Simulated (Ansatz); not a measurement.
Computed with Ansatz on PBE0-D4/def2-TZVP structures; ΔE is electronic, products minus reactants. CCSD(T)/CBS adds triple-zeta CCSD(T) − MP2 to the extrapolated MP2 energy (def2 sets, frozen cores). Functionals use def2-TZVPP. One conformer a species, not always the lowest.

Reaction (isomerisation): `BC(=C)SC` → `B/C=C(\C)S`

`BC(=C)SC`:

```xyz
12

B    -1.300   -0.065   -0.595
C     0.091    0.589   -0.530
C     0.326    1.601   -1.390
S     1.385    0.120    0.562
C     0.683   -1.217    1.529
H    -1.639   -0.975    0.099
H    -2.072    0.377   -1.395
H     1.273    2.134   -1.435
H    -0.450    1.913   -2.077
H    -0.183   -0.890    2.104
H     1.472   -1.517    2.220
H     0.415   -2.071    0.907
```

`B/C=C(\C)S`:

Cartesian coordinates in Å:
```
B 0.927 -1.477 -1.080
C 1.077 -0.069 -0.537
C 0.143 0.594 0.192
C -1.192 0.066 0.591
S 0.524 2.214 0.718
H 1.816 -1.966 -1.715
H -0.060 -2.131 -0.898
H 1.999 0.477 -0.734
H -1.986 0.705 0.192
H -1.335 -0.946 0.223
H -1.290 0.066 1.680
H -0.623 2.466 1.369
```

```tsv
level	ΔE (eV)
r2SCAN-D4	-0.42
MP2/def2-TZVPP	-0.37
```

Q: What does CCSD(T)/CBS give? (An estimate is asked.)

A: Computed: -0.33 eV. The listed levels differ from it by -0.09, -0.04 eV.

Largest T1 diagnostic among the species: 0.013.
